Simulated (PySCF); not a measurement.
**Spinor energies of Sr¹²⁺ (strontium, charge +12)**

Start: [Ar] 3d8; 3d3/2 filled at m_j = -3/2, -1/2, +1/2, +3/2; 3d5/2 filled at m_j = -1/2, +1/2, +3/2, +5/2. Calculated with PySCF 2.14 in an uncontracted even-tempered set (17 s from 0.88 bohr⁻², ratio 2.8; 13 p from 1.1 bohr⁻², ratio 2.8; 8 d from 1.1 bohr⁻², ratio 2.8; 4 f from 6.2 bohr⁻², ratio 3): generalised Hartree-Fock with the X2C-1e Hamiltonian and a Gaussian nucleus; one run each with spin-orbit coupling (SO) switched off, then screened by Boettger's factors.

```tsv
spinor shell	electrons	ε, spin-free (eV)	ε, screened SO (eV)	weight of nominal j (screened SO)	rms radius, screened SO (bohr)
1s1/2	2	-16485.2	-16484.5	1.000	0.0451
2s1/2	2	-2544.2	-2543.9	1.000	0.186
2p1/2	2	-2287.4	-2335.7	0.999	0.163
2p3/2	4	-2287.4	-2264.2	1.000	0.167
3s1/2	2	-637.73	-637.65	1.000	0.512
3p1/2	2	-550.94	-562.21	0.954	0.511
3p3/2	4	-550.94	-545.45	0.977	0.521
3d3/2	4	-415.79	-417.86	0.698	0.502
3d5/2	4	-415.79	-413.88	0.730	0.505
```

| quantity | spin-free | screened SO |
| --- | --- | --- |
| E (hartree) | -3121.41455 | -3121.70862 |
| M_J | 4 | 4 |
| ⟨J²⟩ | 20.001 | 20.002 |
| ⟨L²⟩ | 12.001 | 12.081 |
| ⟨S²⟩ | 2.000 | 1.985 |

Each row is a mean over spinors that exchange with the open shell spreads, by up to 18.642 eV (3p3/2).

Rows whose weight is well below 1 are mixtures of j = l ± 1/2: exchange outweighs spin-orbit coupling there, and the label is only the starting occupation.

Breit and QED terms are absent; they matter most for the inner s and p1/2 levels.

Densities and radii are taken from the X2C orbitals without a picture-change correction, which distorts them close to the nucleus.

Without spin-orbit coupling the j labels of p, d and f shells carry no meaning; the spin-free column gives the mean over the occupied spinors of each nl shell.
